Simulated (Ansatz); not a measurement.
Reaction (hydrogenolysis of a C–N bond): `C=NC(F)N[SiH3]` + H₂ → `FCN[SiH3]` + `C=N`

Computed with Ansatz on PBE0-D4/def2-TZVP structures; ΔE is electronic, products minus reactants. CBS: MP2 limit from def2 TZ/QZ plus the TZ coupled-cluster correction, frozen cores. This one scheme is used for every species. DFT in def2-TZVPP. B3LYP here is the variant with VWN-RPA as its local correlation; programs differ in this. Each species was taken in one conformer, which may not be the lowest.

CCSD(T)/CBS gives -10.0 kcal/mol.

Problem. Another level gave -8.1 kcal/mol. Which?
A. PBE0-D4/def2-TZVPP
B. B3LYP/def2-TZVPP
C. PBE0/def2-TZVPP
D. r2SCAN-D4/def2-TZVPP

Solution. D. r2SCAN-D4 -8.1, PBE0 -11.0, PBE0-D4 -9.5, B3LYP -12.3 kcal/mol.

Largest T1 diagnostic among the species: 0.012.

The D4 term adds +2.5 kcal/mol with B3LYP and +1.4 kcal/mol with PBE0; it sums over pairs of atoms, weighted by their polarisabilities, and B3LYP, whose exchange is more repulsive, gets the larger term. From PBE to PBE0 (25 % exact exchange), in def2-TZVPP and without D4, ΔE moves by −0.8 kcal/mol.
